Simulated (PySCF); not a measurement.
A structure optimised at B3LYP-D3(BJ)/def2-SVP, used in a PySCF frequency run:

```xyz
8

F      1.3727    -0.7925    -1.0015
Ge     0.0000     0.0000    -0.3034
F      0.0000     1.5851    -1.0015
F     -1.3727    -0.7925    -1.0015
Si     0.0000     0.0000     2.0843
H      1.2289     0.7095     2.5229
H      0.0000    -1.4190     2.5229
H     -1.2289     0.7095     2.5229
```
Charge 0, spin multiplicity 1.

Task: Write its SMILES, formula and point group.

Result: [F][Ge]([F])([F])[SiH3], F₃GeH₃Si, C3v

Task: What are its rotational constants (standard atomic weights)?

Result: 3.3853, 1.8133, 1.8133 GHz
